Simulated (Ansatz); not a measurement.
Consider the ligand exchange at a B–O bond: `BO[SiH](C)Br` + H₂S → `BS` + `C[SiH](O)Br`.

Isolated molecules relaxed with PBE0-D4/def2-TZVP in Ansatz; ΔE leaves out vibrations. CBS: MP2 limit from def2 TZ/QZ plus the TZ coupled-cluster correction, frozen cores. This one scheme is used for every species. DFT in def2-TZVPP. B3LYP here is the variant with VWN-RPA as its local correlation; programs differ in this. For Br outer-core shells are correlated without core-valence functions, which leaves a few kJ/mol of doubt a bond. Scalar relativity is left out up to krypton. One conformer a species, not always the lowest.

Problem. Is it downhill or uphill in electronic energy at CCSD(T)/CBS, and by how much? (Estimate.)

Solution. Ansatz gave: Uphill: ΔE = +37.6 kJ/mol.

Problem. What do these levels give: PBE-D4, r2SCAN-D4, PBE0-D4, B3LYP, CCSD/def2-TZVPP, MP2/CBS(def2)? (Estimate.)

Solution. Ansatz gave: PBE-D4 26.3, r2SCAN-D4 31.3, PBE0-D4 30.3, B3LYP 37.5, CCSD/def2-TZVPP 40.8, MP2/CBS(def2) 35.5 kJ/mol.

Largest T1 diagnostic among the species: 0.015.

From PBE to PBE0 (25 % exact exchange), in def2-TZVPP and without D4, ΔE moves by +4.0 kJ/mol. The D4 term adds +3.5 kJ/mol with B3LYP and +2.2 kJ/mol with PBE0; it sums over pairs of atoms, weighted by their polarisabilities, and B3LYP, whose exchange is more repulsive, gets the larger term.
